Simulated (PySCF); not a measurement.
SMILES C[SiH](C)CB(O)O, GFN2-xTB optimised geometry.

```
18

Si    -0.92     0.84     1.75
C     -1.96     2.43     1.70
C     -1.70    -0.41     2.96
C     -0.82     0.09     0.00
B      0.04    -1.23     0.00
O     -0.57    -2.43     0.06
O      1.41    -1.23     0.00
H      0.44     1.19     2.22
H     -2.04     2.88     2.68
H     -1.53     3.17     1.03
H     -2.98     2.24     1.35
H     -2.73    -0.64     2.67
H     -1.15    -1.34     2.96
H     -1.73    -0.03     3.97
H     -0.40     0.84    -0.67
H     -1.83    -0.11    -0.35
H      0.03    -3.17     0.09
H      1.83    -0.37    -0.02
```

Density from CAM-B3LYP/def2-SVP (PySCF) at that geometry.

Minimum of the electron density along straight lines between bonded atoms, close to the bond critical point (lines longer than 1.1 times the sum of covalent radii, or with two minima, are not listed):

| bond | length / Å | ρ at the minimum / e bohr⁻³ | ∇²ρ there / e bohr⁻⁵ | position (fraction from the first atom) |
|---|---|---|---|---|
| Si1–C2 | 1.905 | 0.111 | 0.32 | 0.38 |
| Si1–C3 | 1.900 | 0.112 | 0.32 | 0.38 |
| Si1–C4 | 1.909 | 0.108 | … | 0.38 |
| C4–B5 | 1.581 | … | -0.19 | 0.68 |
| B5–O6 | 1.351 | 0.208 | … | 0.33 |
| B5–O7 | 1.367 | 0.199 | 1.08 | 0.33 |
| Si1–H8 | 1.482 | 0.113 | 0.32 | 0.48 |
| C2–H9 | 1.085 | 0.272 | -0.98 | 0.63 |
| C2–H10 | 1.086 | 0.272 | -0.98 | 0.63 |
| C2–H11 | 1.086 | 0.272 | -0.98 | 0.63 |
| C3–H12 | 1.086 | 0.272 | -0.98 | 0.63 |
| C3–H13 | 1.085 | 0.273 | -0.99 | 0.63 |
| C3–H14 | 1.086 | 0.272 | -0.98 | 0.63 |
| C4–H15 | 1.090 | 0.266 | -0.91 | 0.62 |
| C4–H16 | 1.088 | 0.269 | -0.95 | 0.62 |
| O6–H17 | 0.958 | 0.355 | -2.43 | 0.82 |
| O7–H18 | 0.955 | 0.359 | -2.48 | 0.82 |

Fill in the missing entries.


- Si1–C4, ∇²ρ there / e bohr⁻⁵: 0.30
- C4–B5, ρ at the minimum / e bohr⁻³: 0.180
- B5–O6, ∇²ρ there / e bohr⁻⁵: 1.17
